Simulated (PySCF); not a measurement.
## Tellurium: highly charged ions in a basis for the neutral atom

Te¹⁸⁺ [Ar] 3d10 4s2 4p4, Te¹⁹⁺ [Ar] 3d10 4s2 4p3. All numbers are calculated (PySCF 2.14, the spin-free X2C one-electron Hamiltonian (Gaussian nucleus), in x2c-SVPall (6s5p3d, 36 functions)). No spin-orbit coupling, so a gap to NIST mixes the basis error with missing relativistic terms.

Changed run: basis of the neutral atom used for a highly charged ion. This setting is unsound on purpose.

```json
{"species": "Te¹⁸⁺", "method": "UHF", "sound run (hartree)": "not run", "changed run (hartree)": "-6659.89165", "converged": "yes"}
{"species": "Te¹⁸⁺", "method": "MN15", "sound run (hartree)": "not run", "changed run (hartree)": "-6666.13985", "converged": "yes"}
{"species": "Te¹⁸⁺", "method": "TPSS", "sound run (hartree)": "not run", "changed run (hartree)": "-6661.56446", "converged": "yes"}
{"species": "Te¹⁹⁺", "method": "UHF", "sound run (hartree)": "not run", "changed run (hartree)": "-6640.64224", "converged": "yes"}
{"species": "Te¹⁹⁺", "method": "MN15", "sound run (hartree)": "not run", "changed run (hartree)": "-6646.77031", "converged": "yes"}
{"species": "Te¹⁹⁺", "method": "TPSS", "sound run (hartree)": "not run", "changed run (hartree)": "-6642.24048", "converged": "yes"}
```

Ionisation energy of Te¹⁸⁺:

| method | changed run (eV) | NIST (eV) |
| --- | --- | --- |
| UHF | 523.80 | 522 ± 3 |
| MN15 | 527.07 | 522 ± 3 |
| TPSS | 525.83 | 522 ± 3 |

The contracted functions were made for the neutral atom and can be too rigid for a highly charged ion.
